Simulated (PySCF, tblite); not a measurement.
Isomers of C4H10PSi (doublet state). Computed with GFN2-xTB (tblite): harmonic, unscaled wavenumbers at the GFN2-xTB geometry, gas phase. Errors from tens to a few hundred cm⁻¹ against measured bands are possible. Modes of hydrogen on phosphorus and silicon can be 10 to 20 % off. One conformer each. Open shells enter through the occupations alone, without spin polarisation, and single modes of such species can be off by tens of per cent.

Electronic energies: B3LYP/pcH-1 single points on the GFN2-xTB geometries (PySCF, gas phase).

```json
{"SMILES": "CC/C=[C]\\[SiH2]P", "electronic energy, lowest = 0 (kcal/mol)": "13.7"}
{"SMILES": "C[C@@H]1C[C@@H]1[SiH2][PH]", "electronic energy, lowest = 0 (kcal/mol)": "0.0"}
{"SMILES": "CC/[C]=C/[SiH2]P", "electronic energy, lowest = 0 (kcal/mol)": "32.0"}
{"SMILES": "C[C]1C[C@H]1[SiH2]P", "electronic energy, lowest = 0 (kcal/mol)": "39.6"}
{"SMILES": "C[C@@H]1[CH][C@@H]1[SiH2]P", "electronic energy, lowest = 0 (kcal/mol)": "29.6"}
```

Task: How do GFN2-xTB zero-point energies change the relative energies?

Result: 
```json
{"SMILES": "C[C@@H]1C[C@@H]1[SiH2][PH]", "ZPE (kcal/mol)": "77.0", "of it from modes above 1550 cm⁻¹": "39.9", "electronic (kcal/mol)": "0.0", "with ZPE, lowest = 0 (kcal/mol)": "0.0", "lowest mode (cm⁻¹)": "41", "rings": "1"}
{"SMILES": "CC/C=[C]\\[SiH2]P", "ZPE (kcal/mol)": "74.3", "of it from modes above 1550 cm⁻¹": "41.3", "electronic (kcal/mol)": "13.7", "with ZPE, lowest = 0 (kcal/mol)": "11.0", "lowest mode (cm⁻¹)": "36", "rings": "0"}
{"SMILES": "C[C@@H]1[CH][C@@H]1[SiH2]P", "ZPE (kcal/mol)": "74.1", "of it from modes above 1550 cm⁻¹": "39.0", "electronic (kcal/mol)": "29.6", "with ZPE, lowest = 0 (kcal/mol)": "26.8", "lowest mode (cm⁻¹)": "8", "rings": "1"}
{"SMILES": "CC/[C]=C/[SiH2]P", "ZPE (kcal/mol)": "74.0", "of it from modes above 1550 cm⁻¹": "40.2", "electronic (kcal/mol)": "32.0", "with ZPE, lowest = 0 (kcal/mol)": "28.9", "lowest mode (cm⁻¹)": "33", "rings": "0"}
{"SMILES": "C[C]1C[C@H]1[SiH2]P", "ZPE (kcal/mol)": "74.7", "of it from modes above 1550 cm⁻¹": "38.1", "electronic (kcal/mol)": "39.6", "with ZPE, lowest = 0 (kcal/mol)": "37.3", "lowest mode (cm⁻¹)": "128", "rings": "1"}
```

The zero-point energies span 3.0 kcal/mol, from `CC/[C]=C/[SiH2]P` to `C[C@@H]1C[C@@H]1[SiH2][PH]`. The order is unchanged.

Task: And how do the electronic energies of GFN2-xTB itself compare?

Result: `C[C@@H]1C[C@@H]1[SiH2][PH]` 0.0; `CC/C=[C]\[SiH2]P` 27.6; `C[C@@H]1[CH][C@@H]1[SiH2]P` 34.7; `CC/[C]=C/[SiH2]P` 28.9; `C[C]1C[C@H]1[SiH2]P` 22.8 kcal/mol, lowest = 0. Against the energies above, taken from the same isomer `C[C@@H]1C[C@@H]1[SiH2][PH]`, the largest difference is 16.8 kcal/mol.

Task: What do entropy and thermal enthalpy add at 298.15 K and 1 bar (rigid rotor, harmonic oscillator, one conformer each)?

Result: 
| SMILES | point group | symmetry number | S (cal/(mol K)) | H − H(0) (kcal/mol) | ZPE + H − H(0) − TS (kcal/mol) |
| --- | --- | --- | --- | --- | --- |
| C[C@@H]1C[C@@H]1[SiH2][PH] | C1 | 1 | 95.0 | 6.27 | 54.9 |
| CC/C=[C]\[SiH2]P | C1 | 1 | 100.8 | 6.85 | 51.1 |
| CC/[C]=C/[SiH2]P | C1 | 1 | 93.9 | 6.28 | 52.3 |
| C[C]1C[C@H]1[SiH2]P | C1 | 1 | 87.9 | 5.78 | 54.3 |

S holds R ln(2S + 1) for the spin.

Not tabulated: `C[C@@H]1[CH][C@@H]1[SiH2]P` (lowest mode only 8 cm⁻¹).
